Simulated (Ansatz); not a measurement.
Cost and result for the atomization energy of `FC(F)[SiH3]` (8 atoms, 7 bonds).

The species carries charge 0 and has multiplicity 1. The geometry is a stationary point of PBE0-D4/def2-TZVP. Program: Ansatz. All runs use 2 threads of an AMD EPYC 7B13 on a shared host. Times are those of one run each, without the atoms' runs, and a repeat can differ threefold. Electronic energies, without spin–orbit coupling; frozen cores. CCSD(T)/CBS adds CCSD(T) − MP2 in def2-TZVPP to the MP2 limit, and its time is that of the two runs behind it. T1 = 0.012. HSE06 is the plane-wave form, built on full-range PBE exchange.

CCSD(T)/CBS is a level of theory with its own doubt, some kJ/mol a heavy atom from the limit and from the frozen cores, so smaller differences don't rank the functionals.

| level | functions | wall time | atomization (kcal/mol) | difference from CCSD(T)/CBS | per bond |
| --- | --- | --- | --- | --- | --- |
| BLYP-D4/def2-TZVPP | 191 | 1.6 s | 639.4 | -0.7 | -0.1 |
| PBE-D4/def2-TZVPP (with forces) | 191 | 1.9 s | 650.5 | 10.4 | 1.5 |
| BHLYP-D4/def2-TZVPP | 191 | 2.2 s | 616.8 | -23.3 | -3.3 |
| HSE06-D4/def2-TZVPP | 191 | 2.3 s | 636.2 | -3.9 | -0.6 |
| CCSD(T)/def2-SVP | 80 | 2.4 s | 601.8 | -38.3 | -5.5 |
| r2SCANh-D4/def2-TZVPP | 191 | 3.3 s | 635.1 | -5.0 | -0.7 |
| B2PLYP/def2-TZVPP | 191 | 3.6 s | 631.9 | -8.2 | -1.2 |
| ωB97X-V/def2-TZVPP | 191 | 5.5 s | 643.8 | 3.7 | 0.5 |
| B97M-V/def2-TZVPP | 191 | 6 s | 638.7 | -1.4 | -0.2 |
| ωB97M-V/def2-TZVPP (with forces) | 191 | 7.5 s | 641.4 | 1.3 | 0.2 |
| MP2/def2-QZVPP | 361 | 13 s | 643.7 | 3.6 | 0.5 |
| CCSD(T)/def2-TZVPP | 191 | 49 s | 622.8 | -17.3 | -2.5 |
| CCSD(T)/CBS(def2) | – | 62 s | 640.1 | 0.0 | 0.0 |

In def2-TZVPP, CCSD(T) changes the Hartree–Fock value by +160.6 kcal/mol (the triples alone add +9.0 kcal/mol) and MP2 by +171.2 kcal/mol; breaking electron pairs costs correlation energy, which Hartree–Fock lacks. The D4 term adds +4.5 kcal/mol with B3LYP and +2.3 kcal/mol with PBE0; it sums over pairs of atoms, weighted by their polarisabilities, and B3LYP, whose exchange is more repulsive, gets the larger term. At CCSD(T), def2-SVP lies −38.3 kcal/mol from the extrapolated value and def2-TZVPP −17.3 kcal/mol: correlation converges slowly with the basis, and small sets miss more of it in the bonded molecule than in its fragments.

B3LYP here is the variant with VWN-RPA as its local correlation; programs differ in this.
